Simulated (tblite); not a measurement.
Input of a run (GFN2-xTB geometry optimisation, gas phase (tblite 0.8.0)), started from a force field or distance geometry:
```
{"job": {"kind": "relax", "xc": "GFN2-xTB", "basis": "xTB"}, "charge": 0, "multiplicity": 1}
C     -0.551200     0.959200    -1.195800
C     -0.324900     0.263300    -0.082900
C     -1.415200    -0.135400     0.874500
Si     1.393200    -0.283500     0.414300
O      2.254800    -0.764700    -0.907300
H     -1.570700     1.275000    -1.464200
H      0.233800     1.260300    -1.882300
H     -1.252600     0.298100     1.871600
H     -2.394300     0.226000     0.524900
H     -1.501100    -1.222500     0.966100
H      1.286500    -1.450000     1.337900
H      2.100300     0.815700     1.097900
H      1.737100    -1.241100    -1.572200
```

Output (eV, eV/Å):
```
step      E/eV     max force
  0    -443.66910    0.903
  1    -443.70557    0.398
  2    -443.72108    0.300
  3    -443.72990    0.321
  4    -443.73673    0.240
  5    -443.74068    0.189
  6    -443.74428    0.174
  7    -443.74832    0.198
  8    -443.75152    0.167
  9    -443.75405    0.133
 10    -443.75657    0.141
 11    -443.75882    0.139
 12    -443.76067    0.136
 13    -443.76208    0.086
 14    -443.76320    0.100
 15    -443.76414    0.086
 16    -443.76482    0.066
 17    -443.76523    0.053
 18    -443.76552    0.040
 19    -443.76578    0.056
 20    -443.76609    0.061
 21    -443.76640    0.046
 22    -443.76662    0.038
 23    -443.76677    0.033
 24    -443.76694    0.046
 25    -443.76723    0.057
 26    -443.76769    0.076
 27    -443.76825    0.072
 28    -443.76875    0.061
 29    -443.76915    0.059
 30    -443.76954    0.061
 31    -443.76995    0.070
 32    -443.77028    0.051
 33    -443.77049    0.041
 34    -443.77068    0.048
 35    -443.77099    0.060
 36    -443.77143    0.075
 37    -443.77190    0.065
 38    -443.77220    0.051
 39    -443.77241    0.060
 40    -443.77263    0.052
 41    -443.77312    0.048
 42    -443.77344    0.043
 43    -443.77378    0.039
 44    -443.77413    0.045
 45    -443.77469    0.064
 46    -443.77540    0.069
 47    -443.77609    0.048
 48    -443.77654    0.059
 49    -443.77686    0.058
 50    -443.77721    0.047
 51    -443.77766    0.048
 52    -443.77814    0.084
 53    -443.77851    0.055
 54    -443.77898    0.142
 55    -443.77954    0.108
 56    -443.78106    0.127
 57    -443.78145    0.060
 58    -443.78193    0.037
 59    -443.78231    0.041
 60    -443.78288    0.044
 61    -443.78336    0.054
 62    -443.78372    0.047
 63    -443.78400    0.049
 64    -443.78436    0.039
 65    -443.78488    0.051
 66    -443.78549    0.068
 67    -443.78622    0.060
 68    -443.78693    0.055
 69    -443.78740    0.061
 70    -443.78782    0.062
 71    -443.78814    0.051
 72    -443.78875    0.044
 73    -443.78910    0.057
 74    -443.78952    0.075
 75    -443.78993    0.111
 76    -443.79033    0.056
 77    -443.79097    0.056
 78    -443.79120    0.068
 79    -443.79156    0.061
 80    -443.79177    0.039
 81    -443.79189    0.029
 82    -443.79195    0.023
 83    -443.79198    0.019
 84    -443.79203    0.015
 85    -443.79207    0.013
 86    -443.79210    0.010
```

Question: Summarise the run.

Answer: The energy falls by 11.9 kJ/mol over 86 L-BFGS steps, the largest force on an atom goes from 0.90 to 0.010 eV/Å, and the atoms move by 0.405 Å rms after alignment. Among the bonds, C2–Si4, Si4–O5 and Si4–H11 change most and about equally (-0.023 to +0.022 Å). Bonds longer at the end by more than 0.005 Å: 1 of 12; shorter: 11. Among the angles that change most is O5–Si4–H12, from 109.8° to 101.4°. Among the dihedrals that turn most is C1–C2–Si4–O5, from -39° to -4°. The energy never rose by more than 1e-5 eV on the way. The first step brought 30 % of the lowering.

Question: What are the final bond lengths?

Answer: C1=C2 1.327 Å, C2–C3 1.499 Å, C2–Si4 1.892 Å, Si4–O5 1.626 Å, C1–H6 1.081 Å, C1–H7 1.078 Å, C3–H8 1.089 Å, C3–H9 1.089 Å, C3–H10 1.089 Å, Si4–H11 1.469 Å, Si4–H12 1.458 Å, O5–H13 0.953 Å. Numbering counts from 1 in the input's order; the species is `O[SiH2]C(C)=C`.

Its GFN2-xTB frequencies are all real (lowest 49 cm⁻¹). The numbers are those of one conformer.

All values are computed, not measured.
